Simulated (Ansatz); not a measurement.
Species: LaI₂, charge 0, multiplicity 2. The spin state was set by rule; other spins were not relaxed. 
Coordinates optimised at B3LYP-D3(BJ)/def2-TZVP (Ansatz, a quantum-chemistry and plane-wave program):
```xyz
3

La     1.0096     0.0876    -0.0285
I     -0.7583     1.9192    -1.5698
I     -0.3275    -2.0134     1.6005
```
Charge 0, spin multiplicity 2.

Total electronic energies in hartree. Cores are frozen in the correlated levels unless marked. Open shells are spin-unrestricted. Spin-orbit coupling is left out. The frozen core is the preceding noble-gas configuration, with the filled d and f shells of earlier blocks. In def2 rows, elements after Kr have scalar-relativistic effective core potentials. CBS marks a two-point X^-3 extrapolation of the correlation energy; Hartree-Fock from the larger set. [CCSD(T)-MP2]/basis is that difference in the basis named.

```
level                                                                 program  energy (Eh)
-------------------------------------------------------------  --------------  -----------
HF/def2-QZVPP                                                          Ansatz   -624.63964
RI-HF/def2-TZVPPD                                                      Ansatz   -624.63717
revPBE/def2-TZVPD                                                      Ansatz   -627.24947
PBE0/def2-SVP                                                          Ansatz   -627.13384
PBE0/def2-QZVPP                                                        Ansatz   -627.15677
LC-wPBE-D4/def2-TZVPD                                          Ansatz + dftd4   -627.21830
wB97X/def2-TZVPD                                                       Ansatz   -627.20574
B2GP-PLYP-D3(BJ)/def2-TZVPD                                    Ansatz + dftd3   -626.27194
B2PLYP-D3(BJ)/def2-TZVPD                                       Ansatz + dftd3   -626.44033
RPA@PBE/def2-QZVPP                                                     Ansatz   -625.23889
MP2/def2-SVPD                                                          Ansatz   -624.85336
MP2/def2-TZVPP                                                         Ansatz   -624.94613
RI-MP2/def2-TZVPPD                                                     Ansatz   -624.94799
CCSD(T)/def2-TZVPP                                                     Ansatz   -624.99028
RI-MP2/CBS(def2-TZVPPD,def2-QZVPPD)+[CCSD(T)-MP2]/def2-TZVPPD          Ansatz    -625.0661
```

Totals of different functionals don't rank their quality; only differences between species are comparable.
